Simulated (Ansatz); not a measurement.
The same molecule with X = B, Al, Ga, In. Ansatz, PBE0-D4/def2-TZVP geometries, multiplicity 1. Each molecule was computed in one conformer, which needn't be the lowest.

Elements past krypton have def2 core potentials. Scalar relativity is left out up to krypton.

```json
{"X": "Al", "molecule": "`[CH3][Al]([CH3])[NH2]`", "mean X–C bond length / Å": "1.954", "mean X–N bond length / Å": "1.774", "HOMO energy (B3LYP/def2-TZVPP) / eV": "-6.95", "LUMO energy (PBE/def2-TZVPP) / eV": "-0.41", "HOMO energy (PBE/def2-TZVPP) / eV": "-5.81"}
{"X": "Ga", "molecule": "`[CH3][Ga]([CH3])[NH2]`", "mean X–C bond length / Å": "1.967", "mean X–N bond length / Å": "1.824", "HOMO energy (B3LYP/def2-TZVPP) / eV": "-6.77", "LUMO energy (PBE/def2-TZVPP) / eV": "-0.59", "HOMO energy (PBE/def2-TZVPP) / eV": "-5.65"}
{"X": "In", "molecule": "`[CH3][In]([CH3])[NH2]`", "mean X–C bond length / Å": "2.149", "mean X–N bond length / Å": "2.021", "HOMO energy (B3LYP/def2-TZVPP) / eV": "-6.33", "LUMO energy (PBE/def2-TZVPP) / eV": "-1.04", "HOMO energy (PBE/def2-TZVPP) / eV": "-5.25"}
```

Question: Give the row for X = B, `CB(C)N`. (An estimate is asked.)

Answer: The calculation gave: 
```json
{"X": "B", "molecule": "`CB(C)N`", "mean X–C bond length / Å": "1.578", "mean X–N bond length / Å": "1.398", "HOMO energy (B3LYP/def2-TZVPP) / eV": "-7.83", "LUMO energy (PBE/def2-TZVPP) / eV": "0.09", "HOMO energy (PBE/def2-TZVPP) / eV": "-6.69"}
```

From B to In the mean X–C bond length rises at each step, by 0.571 Å in all; the mean X–N bond length rises at each step, by 0.623 Å in all; the HOMO energy (B3LYP/def2-TZVPP) rises at each step, by 1.50 eV in all; the LUMO energy (PBE/def2-TZVPP) falls at each step, by 1.13 eV in all; the HOMO energy (PBE/def2-TZVPP) rises at each step, by 1.44 eV in all. Bonds lengthen as the atom grows down the group.

B3LYP here is the variant with VWN-RPA as its local correlation; programs differ in this.
